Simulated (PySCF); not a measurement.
Computed Raman spectrum (relative Raman activity) of a molecule C₂H₃Cl₃Si. The structure is a stationary point at TPSSh-D3(BJ)/def2-SVP. The values are those of a single conformer. These are PySCF with TPSSh-D3(BJ)/def2-SVP values and carry that method's errors. Frequencies are harmonic and unscaled.

Lines under 2 % of the strongest are left out, and lines within 2 cm⁻¹ are merged.

ν (cm⁻¹): 74 (w), 140 (w), 216 (vw), 350 (w), 451 (w), 625 (vw), 1005 (vw), 1278 (w), 1428 (w), 1664 (w), 3130 (s), 3147 (vs), 3228 (s) (against the strongest line: vs over 80 %, s over 45 %, m over 15 %, w over 4 %, vw less)

Task: Which molecule gave these data?
A) C=C(Cl)[SiH](Cl)Cl
B) C=C[Si](Cl)(Cl)Cl
C) [SiH3]C(Cl)=C(Cl)Cl
D) Cl[SiH2]C=C(Cl)Cl

Result: B, C=C[Si](Cl)(Cl)Cl
